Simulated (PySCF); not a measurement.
## Unknowns

Isolated molecule, one conformer, no relativistic terms, equivalent nuclei averaged. PBE0/pcSseg-1 with gauge-including orbitals; GFN2-xTB geometry; PySCF 2.14.

Chemical shifts δ = σref − σ; 1H (31.72 ppm) and 13C (186.93 ppm) vs TMS, all at this level. Where no couplings were computed, multiplicities follow the n + 1 count of equivalent neighbours, and m marks all less simple cases (inequivalent or close neighbours, rings, F or P nearby). Shifts are as computed. Against solution values, carbons near 30 ppm lie about +3 ppm off and those near 130 ppm about +5 ppm; carbons on Cl a further +6 ppm. Of 1309 compounds with measured shifts, 239 miss one by over three times the rms of a fit or turn the order of signals round; such compounds aren't used in these exercises. Carbons bonded to Cl come out too deshielded. OH and NH positions are gas-phase values without hydrogen bonding to other molecules.

Question: C5H13ClOSi2. 1H NMR (600 MHz, computed): δ 6.35 (br s, 1H), 6.00 (br s, 1H), 5.20 (s, 2H), 5.18 (d, 2H), 1.21 (d, 6H), 0.67 (m, 1H). 13C{1H} NMR (computed): δ 157.2 (C), 135.1 (CH2), 20.5 (CH), 20.0 (CH3). Give a structure.

Answer: `O([SiH2]C(=C)Cl)[SiH2]C(C)C`. Rings plus π bonds: 1 (no ring in the answer). 4 carbon signals for 5 carbons: some carbons are equivalent by symmetry or fast rotation. Carbon types of the structure: 1 × C, 1 × CH, 1 × CH2, 2 × CH3, leaving 4 H on heteroatoms. δC 157.2: fully substituted alkene carbon; the olefinic region. δC 135.1: terminal =CH2 carbon; an sp2 carbon of a C=C bond. δC 20.0: methyl carbon; aliphatic region, no heteroatom directly attached. δH 0.67: hydrogen on an sp3 CH bonded to Si; an electropositive neighbour shields it, as in TMS itself.

This is the structure that produced the data.

Question: C6H11NOSi2. 1H NMR (300 MHz, computed): δ 7.44 (m, 2H), 6.95 (t, 1H), 6.63 (d, 2H), 5.57 (s, 2H), 5.22 (s, 3H), 3.28 (br s, 1H). 13C{1H} NMR (computed): δ 150.8 (C), 135.2 (CH), 122.4 (CH), 117.8 (CH). Give a structure.

Answer: `[SiH3]O[SiH2]Nc1ccccc1`. The formula gives 4 degrees of unsaturation (1 ring in the answer). 4 carbon signals for 6 carbons: some carbons are equivalent by symmetry or fast rotation. Carbon types of the structure: 1 × C, 5 × CH, leaving 6 H on heteroatoms. δC 150.8: aromatic carbon bearing nitrogen; σ withdrawal by the attached heteroatom moves it downfield of the ring CH carbons. δC 135.2, 122.4, 117.8: aromatic CH. δH 7.44, 6.95, 6.63: hydrogen on an aromatic CH. δH 3.28: hydrogen on an aniline-type nitrogen; labile proton, position sensitive to the medium.

The shifts were computed for this structure.
